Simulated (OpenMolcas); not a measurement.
## Zr²⁺: Racah parameters, the spin-orbit constant, worked from levels

```
Program             : OpenMolcas 26.06
Basis               : ANO-RCC-VQZP [8s7p5d3f2g1h]
Scalar Hamiltonian  : X2C, point nucleus
Active space        : 2 electrons in 5 orbitals (4d)
State averaging     : 2S+1 = 3 even, 10 roots; 2S+1 = 1 even, 15 roots
Spin-orbit coupling : RASSI with atomic mean-field integrals over the reference wave functions, term energies averaged over their components
```

Methods: CASSCF; SS-CASPT2, IPEA 0.25 Eh, imaginary shift 0.1 Eh (closed shells correlated: 4s 4p). Measured levels: Moore, Atomic Energy Levels, vol. II, NSRDS-NBS 35 (1971 reprint of NBS Circular 467, 1952); NIST levels as listed in Rynkun, Gaigalas and Jonsson, Astron. Astrophys. 637, A10 (2020).

**Racah parameters.** Above ³F, d2 has ³P at 15B, ¹G at 12B + 2C and ¹D at 5B + 2C. The first two fix B and C, and the third tests them; where it misses by thousands of cm-1, two parameters do not describe the configuration (Trees and configuration-interaction terms are left out) and B and C hang on the terms chosen. Term energies are centres of gravity, weighted by 2J + 1.

```
   Source    ³P     ¹G    B     C   C/B  ¹D from B, C  ¹D found
   CASSCF  9947  12969  663  2506  3.78          8327      8295
SS-CASPT2  8187  10175  546  1813  3.32          6356      4316
 measured  7717  10185  514  2006  3.90          6582      4878
```

Energies in cm-1. From CASSCF to SS-CASPT2, B changes by -17.6 % and C by -27.7 %. Against the measured terms, SS-CASPT2 has B off by +6.2 % and C by -9.6 %.

**The spin-orbit constant.** For the Hund term ³F of d2, E(J) = (A/2) J(J+1) + constant and ζ = 2S·A = 2A. From J = 2 to J = 4 the energy changes by 7 A.

```tsv
Source	E(4) - E(2)	A	ζ
CASSCF	1499.6	214.2	428
SS-CASPT2	1530.9	218.7	437
measured	1486.4	212.3	425
```

All in cm-1. SS-CASPT2 is off by +3.0 % and CASSCF by +0.9 %. Both methods take the spin-orbit matrix elements from the reference wave functions, so the second can move ζ only through the term energies and any multistate remixing. Second-order mixing with other terms is absorbed into this ζ.

Term energies are means over components that CASPT2 splits; among the terms shown or strongly mixed into the levels shown the widest spread is 610 cm-1 (4d² ¹G, SS-CASPT2). Levels of configurations with an s electron are missing; early in the row they begin among the upper levels of the d shell and mix with terms of their name. Without dynamic correlation excited terms often stand tens of per cent too high (terms of higher spin than the ground term too low), and those without a measured partner can miss by more than the paired ones (holds for CASSCF). Some levels mix across a computed gap that differs much from the measured one, so their mixing is not that of the real levels (holds for CASSCF). Computed and measured levels are paired by configuration, term and J; levels that our copy of the source lacks, or whose pairing is in doubt (as where it misses far off the trend of its configuration), stay unpaired and out of the deviations. Levels of configurations outside the active space are missing.
